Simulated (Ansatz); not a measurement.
CH3F2Ga (`[CH3][Ga]([F])[F]`). The species carries charge 0 and has multiplicity 1. All single points use the PBE0-D4/def2-TZVP geometry.

```xyz
7

C     0.809    0.341    0.378
Ga   -0.824   -0.360   -0.389
F    -1.363   -0.060   -2.023
F    -1.967   -1.374    0.459
H     1.150   -0.304    1.186
H     1.578    0.418   -0.390
H     0.617    1.338    0.779
```

What is the dipole moment at B3LYP/def2-TZVPP? (Estimate.)

Computed: 3.55 D, with components (2.99, 1.29, 1.41) D in this frame, pointing from negative to positive charge.

And with PBE, r2SCAN, ωB97M-V? (Estimate.)

Ansatz gave: PBE 3.41 D, r2SCAN 3.48 D, ωB97M-V 3.48 D.

Give the Mulliken charges with B3LYP, r2SCAN, ωB97M-V in def2-TZVPP. (Estimate.)

Ansatz gave: 
| atom | B3LYP | r2SCAN | ωB97M-V |
| --- | --- | --- | --- |
| C1 | -0.38 | -0.31 | -0.46 |
| Ga2 | 0.79 | 0.79 | 0.82 |
| F3 | -0.38 | -0.38 | -0.38 |
| F4 | -0.38 | -0.38 | -0.38 |
| H5 | 0.12 | 0.09 | 0.14 |
| H6 | 0.12 | 0.09 | 0.14 |
| H7 | 0.11 | 0.08 | 0.13 |

B3LYP here is the variant with VWN-RPA as its local correlation; programs differ in this.
